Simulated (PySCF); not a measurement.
# Radial density of As²⁺ (arsenic, charge +2)

r2SCAN, [Ar] 3d10 4s2 4p1, 2P determinant. Computed with PySCF 2.14 in def2-TZVP (6s5p4d1f, 48 functions), with the non-relativistic Hamiltonian (point nucleus).

```csv
r (bohr),4πr²ρ (e/bohr),4πr²(ρα − ρβ)
0.000642,0.1224,0.0000
0.00108,0.3374,0.0000
0.00182,0.9071,0.0000
0.00305,2.368,0.0000
0.00514,5.835,0.0000
0.00864,13.12,0.0000
0.0145,25.22,0.0002
0.0244,37.62,0.0018
0.0411,38.76,0.0090
0.0692,32.65,0.0279
0.116,43.78,0.0385
0.196,40.18,-0.0041
0.329,24.54,0.0391
0.554,29.96,0.0583
0.931,10.74,0.0473
1.57,2.763,0.5283
2.63,0.8053,0.3460
4.43,0.03397,0.0215
7.45,0.0001049,0.0001
```

Problem. Where is the radial spin density 4πr²(ρα − ρβ) most negative, and why is it negative at all?

Solution. Around r = 0.196 bohr, down to -0.0041 e/bohr: exchange with the open shell polarises the paired shells in an unrestricted calculation.
